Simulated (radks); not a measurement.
Ge18+, configuration [Ne] 3s2 3p2 (the NIST ground configuration). Method: non-relativistic Kohn-Sham, PBE, spin-polarised, spherical densities, point nucleus; open shells are filled with parallel spins first; computed with a radial shooting solver on a logarithmic mesh with Libxc functionals. Some entries of the table are withheld. Estimate them.

orbital  occ.  eigenvalue (hartree)  r(max) (bohr)
1s up       1             -423.0180        0.03158
1s down     1             -422.9388        0.03158
2s up       1             -74.35423         0.1786
2s down     1             -74.28768         0.1787
2p up       3             -69.17752            (1)
2p down     3             -69.08434            (2)
3s up       1             -26.69092         0.5012
3s down     1             -26.34441         0.5014
3p up       2             -24.96362         0.4840
3p down     0             -24.62083         0.4839

Answer. 
(1) 2p up r(max) (bohr): 0.1419
(2) 2p down r(max) (bohr): 0.1420
